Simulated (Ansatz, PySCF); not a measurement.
Gas-phase reaction in SMILES: CCOC -> C[CH]OC + H atom (the C-H bond at the site shown breaks; other sites are not compared here)
Structures are relaxed separately at B3LYP-D3(BJ)/def2-TZVP in Ansatz (a first-principles code), one conformer each, not searched for the lowest.

Wanted: bond dissociation energy (electronic energy difference), in eV. Cores are frozen in the correlated levels unless marked. UHF or UKS for open shells. No spin-orbit coupling. No relativistic terms. CBS(X,Y): correlation extrapolated as X^-3; Hartree-Fock from the larger set. The bracket is a focal-point correction in the basis named.

```json
[
 {"level": "B97M-V/def2-TZVPD", "program": "Ansatz", "bond dissociation energy (eV)": "4.32", "minus last row": "-0.17"},
 {"level": "r2SCANh-D4/def2-TZVPD", "program": "Ansatz + dftd4", "bond dissociation energy (eV)": "4.17", "minus last row": "-0.32"},
 {"level": "M06-2X/def2-TZVPD", "program": "PySCF", "bond dissociation energy (eV)": "4.37", "minus last row": "-0.12"},
 {"level": "CAM-B3LYP-D3(BJ)/def2-TZVPD", "program": "Ansatz + dftd3", "bond dissociation energy (eV)": "4.30", "minus last row": "-0.19"},
 {"level": "LC-wPBE/def2-TZVPD", "program": "Ansatz", "bond dissociation energy (eV)": "4.19", "minus last row": "-0.30"},
 {"level": "B2PLYP/def2-TZVPD", "program": "Ansatz", "bond dissociation energy (eV)": "4.29", "minus last row": "-0.20"},
 {"level": "MP2/6-31G*", "program": "Ansatz", "bond dissociation energy (eV)": "4.12", "minus last row": "-0.37"},
 {"level": "RI-MP2/cc-pVQZ", "program": "Ansatz", "bond dissociation energy (eV)": "4.43", "minus last row": "-0.06"},
 {"level": "CCSD(T)/6-31G*", "program": "Ansatz", "bond dissociation energy (eV)": "4.12", "minus last row": "-0.37"},
 {"level": "RI-MP2/CBS(cc-pVTZ,cc-pVQZ)+[CCSD(T)-MP2]/cc-pVDZ", "program": "Ansatz", "bond dissociation energy (eV)": "4.49", "minus last row": "0.00"}
]
```
